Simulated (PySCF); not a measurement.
Several orderings of computed values.

Species are written as SMILES; each is one conformer at its optimised geometry, gas phase, non-relativistic unless stated; the electronic structure was computed with PySCF and density fitting.

The conformers computed, where there is a choice (atom-mapped SMILES and torsion angles):
- `[CH2:1]=[CH:2][C@H:3]([CH2:4][OH:5])[C:6]([F:7])([F:8])[F:9]`: C1–C2–C3–C4 -119°, C2–C3–C4–O5 60°, C2–C3–C6–F7 62°, H–O5–C4–C3 62°
- `[CH2:1]=[CH:2][CH2:3][N+:4](=[CH2:5])[CH2:6][CH3:7]`: C1–C2–C3–N4 -129°, C2–C3–N4–C5 -101°, C3–N4–C6–C7 -173°
- `[CH2:1]=[CH:2][C@:3]([CH3:4])([F:5])[O:6][CH:7]([F:8])[F:9]`: C1–C2–C3–C4 -78°, C2–C3–O6–C7 60°, C3–O6–C7–F8 -97°
- `[CH2:1]=[C:2]1[O:3][SiH2:4][CH:5]=[CH:6][C@H:7]1[OH:8]`: H–O8–C7–C6 63°
- `[CH:1]#[C:2][CH2:3][P:4]=[C:5]=[O:6]`: C2–C3–P4–C5 58°
- `[F:1][CH2:2][C:3]([F:4])([F:5])[F:6]`: F1–C2–C3–F4 61°
- `[O:1]=[CH:2][c:3]1[n:4][n:5][cH:6][o:7]1`: O1–C2–C3–N4 180°

The conformers of `FC[C@@]1(F)C[C@@H](F)CO1` aren't listed.

(1) Rank by lowest singlet excitation, lowest first (TDDFT B3LYP/def2-SVPD at GFN2-xTB geometries).
A. `C=C1O[SiH2]C=C[C@H]1O`
B. `C=C[C@](C)(F)OC(F)F`
C. `C=C[C@H](CO)C(F)(F)F`
D. `C#CCP=C=O`
E. `C(C=C)[N+](=C)CC`
F. `FC[C@@]1(F)C[C@@H](F)CO1`
G. `C1=CC=CCC=C1`

(2) Give the two extremes of that set as wavelengths.

(3) Rank by HOMO–LUMO gap, highest first (B3LYP/def2-SVPD at GFN2-xTB geometries).
A. `C=C[C@H](CO)C(F)(F)F`
B. `C#C[C@H]1C[SiH2]C1=O`
C. `FCC(F)(F)F`
D. `C1=CC=CCC=C1`
E. `C(C#C)P=C=O`
F. `C=C[C@](C)(F)OC(F)F`
G. `O1[C@@](F)(CF)C[C@@H](F)C1`
H. `C=C1O[SiH2]C=C[C@H]1O`

(4) By how much do the two ends of that ranking differ?

(5) Rank by electronic spatial extent ⟨r²⟩ about the centre of nuclear charge, highest first (B3LYP/def2-SVPD at GFN2-xTB geometries).
A. `FC(F)(CF)F`
B. `C=C1[C@H](O)C=C[SiH2]O1`
C. `C=CC[N+](=C)CC`
D. `C=C[C@](C)(F)OC(F)F`
E. `C1=CC=CCC=C1`

(6) By how much do the two ends of that ranking differ?

(7) Rank by dipole moment, lowest first (B3LYP/def2-SVPD at GFN2-xTB geometries).
A. `C#C[C@H]1C[SiH2]C1=O`
B. `C1=CC=CCC=C1`
C. `C=C1O[SiH2]C=C[C@H]1O`
D. `FC(F)(F)CF`
E. `C#CCP=C=O`

(8) Rank by HOMO energy, highest first (B3LYP/def2-SVPD at GFN2-xTB geometries).
A. `C1C=CCC=CC=1`
B. `FC[C@@]1(F)C[C@@H](F)CO1`
C. `C=C[C@H](CO)C(F)(F)F`
D. `C=CC[N+](CC)=C`
E. `FC(F)(CF)F`
F. `C=C1O[SiH2]C=C[C@H]1O`

(9) Give the two extremes of that set in hartree.

(10) Rank by smallest rotational constant, highest first (GFN2-xTB).
A. `C#CCP=C=O`
B. `C=C[C@H](CO)C(F)(F)F`
C. `FCC(F)(F)F`
D. `C=C1O[SiH2]C=C[C@H]1O`
E. `O=Cc1nnco1`

Answers

(1) D (2.72 eV), E (3.84 eV), A (4.69 eV), G (4.83 eV), C (6.79 eV), B (7.12 eV), F (7.95 eV).

(2) `C#CCP=C=O`: 455 nm; `FC[C@@]1(F)C[C@@H](F)CO1`: 156 nm.

(3) C (10.66 eV), G (8.86 eV), A (7.36 eV), F (7.23 eV), H (5.55 eV), D (5.31 eV), B (4.64 eV), E (4.18 eV).

(4) By 6.48 eV, between `FCC(F)(F)F` and `C#CCP=C=O`.

(5) D (1167 bohr²), B (1086 bohr²), C (954 bohr²), E (637 bohr²), A (481 bohr²).

(6) By 686 bohr², between `C=C[C@](C)(F)OC(F)F` and `FCC(F)(F)F`.

(7) B (0.35 D), E (1.62 D), C (1.91 D), D (2.07 D), A (2.99 D).

(8) A (-6.34 eV), F (-6.56 eV), C (-7.82 eV), B (-8.57 eV), E (-10.47 eV), D (-11.84 eV).

(9) `C=CC[N+](=C)CC`: -0.435 Eh; `C1=CC=CCC=C1`: -0.233 Eh.

(10) C (2.723 GHz), E (1.746 GHz), A (1.606 GHz), D (1.102 GHz), B (0.968 GHz).
